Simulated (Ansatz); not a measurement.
Relaxation of BClFH2NOSi (8 atoms, charge 0, multiplicity 1), to a largest force component of 0.015 eV/Å in at most 40 steps.

The calculation used RKS PBE0-D4/def2-SVP in Ansatz.

```xyz
8
Properties=species:S:1:pos:R:3
N -0.622 -1.420 0.516
Si 0.543 -0.071 0.399
Cl 2.482 -0.584 0.878
O 0.618 0.543 -1.167
B 0.041 1.678 -0.429
F -0.952 2.744 -0.284
H -1.090 -1.255 1.482
H -0.059 -2.263 0.622
```

Q: Where does it end, and by what steps?

A: The forces met the threshold. After 14 steps the energy has fallen by 1.950 eV; H7 moved furthest, 0.64 Å.

```csv
step,energy less start (eV),largest force component (eV/Å),accepted
0,0.0000,4.214,yes
1,-1.2744,3.143,yes
2,-1.7602,1.926,yes
3,-1.8401,0.669,yes
4,-1.8784,0.651,yes
5,-1.8891,0.968,yes
6,-1.9279,0.297,yes
7,-1.9313,0.905,yes
8,-1.9428,0.179,yes
9,-1.9401,0.627,no
10,-1.9468,0.044,yes
11,-1.9478,0.109,yes
12,-1.9493,0.061,yes
13,-1.9496,0.016,yes
14,-1.9497,0.009,yes
```

```xyz
8
Properties=species:S:1:pos:R:3
N -0.361 -1.422 0.856
Si 0.512 -0.035 0.443
Cl 2.492 -0.526 0.678
O 0.253 0.682 -1.160
B -0.088 1.613 -0.252
F -0.544 2.832 -0.409
H -1.370 -1.434 0.940
H 0.067 -2.338 0.922
```

Run time: 42 s on 2 threads of AMD EPYC 7R13 Processor (Zen 3) (shared host), peak memory 0.25 GiB.
